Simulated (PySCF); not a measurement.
How methods differ on the excitation energy of Sn

Sn [Kr] 4d10 5s2 5p2 (3P) → Sn [Kr] 4d10 5s1 5p3 (5S), as a difference of total energies. Computed with PySCF 2.14 in aug-cc-pVQZ-PP with ECP28MDF, with scalar relativity through the core potential. Correlated levels: valence: 4s2 4p6 4d10 frozen. The calculations carry no spin-orbit coupling.

Q: Order these methods by the excitation energy they give, lowest first.
A. MP2 (valence)
B. CCSD(T) (valence)
C. UHF
D. SCS-MP2 (valence)

A: C (23900 cm⁻¹), A (30559 cm⁻¹), B (32210 cm⁻¹), D (33530 cm⁻¹).

Errors of the correlated levels include the incompleteness of this basis and the frozen core.

For comparison: 37157 cm⁻¹ (measured; NIST levels, between the centres of gravity of the two terms).
